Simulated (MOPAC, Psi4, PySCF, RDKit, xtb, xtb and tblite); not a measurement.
Two geometries of C9H9F3, SMILES CCc1ccccc1C(F)(F)F, singlet, relaxed at GFN2-xTB with one dihedral held; other torsions can differ between them too.

Structure A

```
21

C     -2.5890     0.0298     0.4789
C     -1.5609    -0.0149    -0.6449
C     -0.1598    -0.3733    -0.2273
C      0.1723    -0.6450     1.0945
C      1.4645    -0.9740     1.4649
C      2.4677    -1.0410     0.5159
C      2.1676    -0.7753    -0.8071
C      0.8700    -0.4451    -1.1756
C      0.5924    -0.1632    -2.6265
F     -0.3200    -1.0000    -3.1615
F      1.6807    -0.2741    -3.4019
F      0.1206     1.0819    -2.8407
H     -2.3241     0.7763     1.2239
H     -2.6847    -0.9397     0.9622
H     -3.5584     0.2967     0.0647
H     -1.8955    -0.7383    -1.3934
H     -1.5380     0.9627    -1.1341
H     -0.5894    -0.6004     1.8547
H      1.6858    -1.1787     2.5018
H      3.4767    -1.2973     0.7982
H      2.9411    -0.8239    -1.5577
```

Structure B

```
21

C      2.5743     0.0903     0.4951
C      1.5768    -0.0192    -0.6553
C      0.1809    -0.3956    -0.2361
C     -0.3177    -0.0358     1.0114
C     -1.6045    -0.3603     1.3998
C     -2.4378    -1.0549     0.5412
C     -1.9759    -1.4106    -0.7115
C     -0.6832    -1.0793    -1.0993
C     -0.2323    -1.4748    -2.4783
F      0.7402    -2.4112    -2.4649
F     -1.2184    -1.9908    -3.2260
F      0.2597    -0.4410    -3.1887
H      2.3748     0.9558     1.1217
H      2.5453    -0.8051     1.1115
H      3.5784     0.1970     0.0921
H      1.9589    -0.7581    -1.3601
H      1.5289     0.9361    -1.1875
H      0.3132     0.5061     1.6966
H     -1.9574    -0.0676     2.3774
H     -3.4413    -1.3152     0.8391
H     -2.6186    -1.9444    -1.3942
```

### Question
Which is lower in energy at the level B3LYP-D3(BJ)/def2-SVP // GFN2-xTB run with Psi4 1.11, and by how much?

### Answer
A is lower, by 2.82 kJ/mol (dihedral C1–C2–C3–C4: 0° in A, 30° in B).

E(B) − E(A) in kJ/mol at the other levels, on the same two geometries: GFN2-xTB (xtb and tblite) 1.36; MMFF94 // GFN2-xTB (RDKit) 0.59; B3LYP/def2-SVP // GFN2-xTB (Psi4) 2.74; PBE/def2-SVP // GFN2-xTB (Psi4) 2.98; PBE-D3(BJ)/def2-SVP // GFN2-xTB (Psi4) 3.01; UFF // GFN2-xTB (RDKit) -2.25; AM1, restricted, heats of formation // GFN2-xTB (MOPAC) 0.61; PM6, restricted, heats of formation // GFN2-xTB (MOPAC) 0.01; GFN1-xTB // GFN2-xTB (xtb) -0.08; restricted B3LYP/6-31G*, spherical d, density fitting // GFN2-xTB (PySCF) 1.37; restricted Hartree-Fock/STO-3G // GFN2-xTB (PySCF) 0.44; restricted B3LYP/3-21G, density fitting // GFN2-xTB (PySCF) 2.41; restricted Hartree-Fock/LANL2DZ, density fitting // GFN2-xTB (PySCF) 1.17.
